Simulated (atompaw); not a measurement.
Building the PAW (atompaw) potential for holmium (PBEsol, scalar-relativistic).

Input for atompaw 4.2.0.5:

```
Ho 67
GGA-PBESOL scalarrelativistic loggrid 2001 logderivrange -2 5 176
6 6 5 4 0 0
6 0 1
6 1 1
5 2 0
4 3 11
0 0 0
c
c
c
c
c
v
c
c
c
c
v
c
c
v
v
3
3.00 2.75 2.35 2.95
y
0.05
n
y
0.2
n
y
4.25
n
y
0.3
n
custom rrkj vanderbiltortho gaussian
4 -0.5 troulliermartins
1.75
1.75
3.00
3.00
3.00
3.00
1.00
1.00
PWSCFOUT
UPFDX 0.0125d0 UPFXMIN -7.d0 UPFZMESH 67.d0
END
```

Command:

```bash
atompaw < Ho.input > Ho.log
```

Resulting log (summary file):

```
Completed calculations for Ho (AE)

 Exchange-correlation type: GGA, Perdew-Burke-Ernzerhof modified (PBEsol)

 Radial integration grid is logarithmic
 r0 =   1.0133651E-04 h =   6.7895459E-03   n =      2001 rmax =   8.0000000E+01

 Scalar relativistic calculation

 AEatom converged in  74 iterations
   nz     =  67.00
   delta  =       1.022776781002E-14

 All Electron Orbital energies:
  n  l      occupancy      energy
  1  0      2.0000000E+00 -4.0777167E+03
  2  0      2.0000000E+00 -6.8217195E+02
  3  0      2.0000000E+00 -1.5242449E+02
  4  0      2.0000000E+00 -3.0172854E+01
  5  0      2.0000000E+00 -3.8184061E+00
  6  0      1.0000000E+00 -3.3961937E-01
  2  1      6.0000000E+00 -6.0439479E+02
  3  1      6.0000000E+00 -1.2866202E+02
  4  1      6.0000000E+00 -2.2353296E+01
  5  1      6.0000000E+00 -2.0149449E+00
  6  1      1.0000000E+00 -1.3160723E-01
  3  2      1.0000000E+01 -9.8510964E+01
  4  2      1.0000000E+01 -1.1796360E+01
  5  2      0.0000000E+00 -1.5474763E-01
  4  3      1.1000000E+01 -3.4284220E-01

 Total energy
   Total                    :   -25224.29257719591624

 ---
 Completed calculations for Ho (SC)

 Exchange-correlation type: GGA, Perdew-Burke-Ernzerhof modified (PBEsol)

 Radial integration grid is logarithmic
 r0 =   1.0133651E-04 h =   6.7895459E-03   n =      2001 rmax =   8.0000000E+01

 Scalar relativistic calculation

 SCatom converged in   5 iterations
   nz     =  67.00
   delta  =       9.337398300399E-17

 Valence Electron Orbital energies:
  n  l      occupancy      energy
   6  0      1.0000000E+00 -3.3961937E-01
   6  1      1.0000000E+00 -1.3160723E-01
   5  2      0.0000000E+00 -1.5474763E-01
   4  3      1.1000000E+01 -3.4284220E-01

 Total energy
   Total                    :   -25224.29257719647649
   Valence                  :     -640.21416851420838

 PAW parameters:
       lmax =            3
         rc =    3.0121183536756688
        irc =         1518
   rc_shape =    2.7576432014777938
    rc_vloc =    2.3589359213531016
    rc_core =    2.9513841783729271
   Vloc: Norm-conserving Troullier-Martins with l= 4;e=  -5.0000E-01
   Projector type: RRKJ pseudization + Vanderbilt ortho.
   Gaussian compensation charge shape with gausstol =   1.0000E-04

 Number of basis functions     8
 No.   n  nodes  l      Energy         Cp coeff         Occ
  1    6    5    0   -0.3396194E+00  0.2469010E+04  0.1000000E+01
  2  999    6    0    0.5000000E-01  0.4906735E+03  0.0000000E+00
  3    6    4    1   -0.1316072E+00  0.1582277E+04  0.1000000E+01
  4  999    5    1    0.2000000E+00  0.1215942E+03  0.0000000E+00
  5    5    2    2   -0.1547476E+00  0.4590511E+01  0.0000000E+00
  6  999    3    2    0.4250000E+01  0.2123064E-01  0.0000000E+00
  7    4    0    3   -0.3428422E+00 -0.3986526E+03  0.1100000E+02
  8  999    1    3    0.3000000E+00 -0.1887596E+04  0.0000000E+00

 Eigenvalues of overlap operator (in the basis of projectors):
    1        4.96147130E-01
    2        5.83044502E-01
    3        2.01378690E+00
    4        3.74760615E+00
    5        1.36757997E+02
    6        9.64587217E+03
    7        3.56563903E+04
    8        6.38849105E+06

 Orbital leakage outside PAW augmentation regions
   orb  is_core?  %out_of_sphere
   1 0    T           0.00
   2 0    T          -0.00
   3 0    T           0.00
   4 0    T           0.00
   5 0    T           0.19
   6 0    F          73.93
   2 1    T          -0.00
   3 1    T          -0.00
   4 1    T           0.00
   5 1    T           1.53
   6 1    F          93.07
   3 2    T           0.00
   4 2    T           0.00
   5 2    F          45.26
   4 3    F           0.74

 Summary of PAW energies
   Total valence energy     :   -640.21400875869836
   Smooth energy            :    128.22556154653586
   One center               :   -768.43957030523416
   Smooth kinetic           :    150.97612339271080
   Vloc energy              :    -16.19359244851332
   Smooth exch-corr         :    -11.75877029629729
   One-center xc            :   -520.42739558341702
```

Note: ghost states, extra bound levels that the all-electron valence spectrum of the same l lacks: s at -52.1 eV, p at -27.1 eV. A true bound ghost makes a file unfit for plane-wave use.

The run took about 56 s on one core of a shared server CPU.
